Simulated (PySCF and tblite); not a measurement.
C₄H₆F₄, numbered as in [F:1][CH2:2][CH2:3][CH2:4][C:5]([F:6])([F:7])[F:8].

The ensemble was built from 90 distance-geometry starts (ETKDG and KDG, MMFF94s, GFN2-xTB) and rests on GFN2-xTB geometries. Weights use PBE0-D3(BJ)/pcSseg-1 energies plus GFN2-xTB zero-point and thermal terms (plain harmonic). Symmetry numbers and mirror images are counted. Conformers within 1.5 kcal/mol (GFN2-xTB free energy) were kept, 5 at most. Couplings: B3LYP/6-31G* with pcJ-1 on H, F (gas phase; spin-dipole term only for pairs with B, N, F, Si or P). Couplings are for ¹⁹F, ¹H; a prime marks the second kind of pair between the same two sets of atoms. H–H couplings come out 0.1 to 0.9 Hz lower than with pcJ-1 on all atoms. Codes: tblite and PySCF.

Torsions listed: F1–C2–C3–C4, C2–C3–C4–C5. Of a mirror pair one member is shown.

```csv
conformer,shape,weight %
1,"-62°, 180°",65.9
2,"64°, 82°",24.7
3,"-168°, -65°",4.8
4,"180°, 180°",4.5
```

Task: Give the couplings in each conformer and the averages at 298.15 K (pairs that fast motion interchanges averaged).

Result: 
```csv
coupling,pairs,1,2,3,4,average (Hz)
"²J(F1,H2)",2,53.3,53.2,52.4,52.0,53.2
"³J(F1,H3)",2,25.7,26.6,9.6,7.8,24.3
"³J(H4,F6)",6,8.5,9.4,9.4,8.0,8.7
"²J(H2,H2)",1,-9.6,-10.1,-9.3,-8.6,-9.7
"³J(H2,H3)",2,2.7,2.5,11.9,12.4,3.5
"³J(H2,H3′)",2,7.3,7.6,4.9,4.9,7.2
"²J(H3,H3)",1,-14.6,-15.9,-14.2,-13.0,-14.8
"³J(H3,H4)",2,13.5,0.9,3.2,14.4,10.0
"³J(H3,H4′)",2,3.8,10.2,9.7,3.9,5.7
"²J(H4,H4)",1,-14.6,-15.8,-15.4,-14.2,-14.9
```

Computed couplings to fluorine can be off by tens of per cent at such levels.

F–F couplings are left out: such levels miss them by tens of Hz and can give the wrong sign.


Conformer gaps in pcSseg-1 on xTB geometries can be 2 kcal/mol off for S=O, P=O and other polar bonds.